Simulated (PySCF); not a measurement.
# Telling isomers of C₅H₁₃NOSi apart by NMR

- coordinates at the GFN2-xTB level
- NMR shieldings at PBE0/pcSseg-1/GIAO
- code: PySCF 2.14.0 with density-fitted response routines
- non-relativistic Hamiltonian, in vacuum, one conformer, equivalent nuclei averaged

Scale: TMS for $^{1}$H (σref 31.72) and $^{13}$C (σref 186.93) (reference shieldings calculated alike). Where no couplings were computed, multiplicities follow the n + 1 count of equivalent neighbours, and m marks all less simple cases (inequivalent or close neighbours, rings, F or P nearby). Shifts are as computed. Against solution values, carbons near 30 ppm lie about +3 ppm off and those near 130 ppm about +5 ppm. Of 1211 compounds with measured shifts, 218 miss one by over three times the rms of a fit or turn the order of signals round; such compounds aren't used in these exercises. OH and NH positions are gas-phase values without hydrogen bonding to other molecules.

(1) Tabulate the signals of `C/C=C/[Si@H](NC)OC`, `CC/C=C\CO[SiH2]N` and their relative energies.

(2) What is the quickest way to tell C/C=C/[Si@H](NC)OC from CC/C=C\CO[SiH2]N?

Results:

(1) 
```tsv
SMILES	carbon types	δC	δH	E rel. (kcal/mol)
C/C=C/[Si@H](NC)OC	2×CH 3×CH3	153.0, 131.2, 53.0, 28.4, 26.4	6.51 (m, 1H), 5.62 (m, 1H), 4.99 (d, 1H), 3.86 (s, 3H), 2.76 (s, 3H), 1.91 (d, 3H), -0.07 (br s, 1H)	0.0
CC/C=C\CO[SiH2]N	2×CH 2×CH2 1×CH3	140.1, 140.0, 61.4, 26.0, 17.2	6.17 (m, 1H), 5.93 (m, 1H), 4.99 (s, 2H), 4.86 (d, 2H), 2.12 (m, 2H), 0.93 (t, 3H), 0.23 (br s, 2H)	1.9
```

Energies are electronic energies at PBE0/pcSseg-1 on these geometries, without zero-point or thermal terms, each for the one conformer computed, which needn't be the lowest.

(2) Both give the same number of carbon signals, but DEPT or the intensities differ. The first has a methyl carbon bonded to O (CH3) at 53.0 ppm, the second an allylic sp3 CH2 bonded to O at 61.4 ppm. Their most deshielded carbons lie at 153.0 and 140.1 ppm.
